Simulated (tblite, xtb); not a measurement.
F₂Si, charge -1, doublet, at a GFN2-xTB geometry (a state made from the parent by changing its charge; the spin is typed, not shown lowest). Base run: GFN1-xTB in xtb.

Input for xtb:
```
$ xtb mol.xyz --gfn 1 --chrg -1 --uhf 1 --json

# file mol.xyz
3

Si    -0.04213560    -0.02012493     0.71616938
F      1.18435672    -0.74997636    -0.51078231
F     -1.11881245     0.78128181    -0.60325896
```

Programs used: tblite, xtb; a row that names a program was run with it.

The base run was repeated with changes; each row names its change, and settings that it needs were set with it.

| change | ΔE vs base (kcal/mol) | G_solv (kcal/mol) | SCF cycles |
|---|---|---|---|
| base | 0.000 | - | 9 |
| etemp = 5000 | -3.08 | - | 9 |
| program = tblite; method = gfn1; option = --grad | 0.000 | - | - |
| etemp = 3000 | -0.456 | - | 9 |
| program = tblite; method = gfn1 | 0.000 | - | - |
| program = tblite; method = gfn1; option = (--efield, 0,0,0.1) | -0.407 | - | - |
| alpb = benzene | -47.80 | -48.18 | 9 |
| acc = 30 | 0.000 | - | 7 |
| alpb = thf | -49.69 | -50.50 | 9 |
| program = tblite; method = gfn1; option = (--guess, eeq) | 0.000 | - | - |
| program = tblite; method = gfn1; option = (--etemp, 2000) | -0.058 | - | - |

ALPB and GBSA are two models with their own fitted parameters for each solvent, which aren't always the measured dielectric constant.
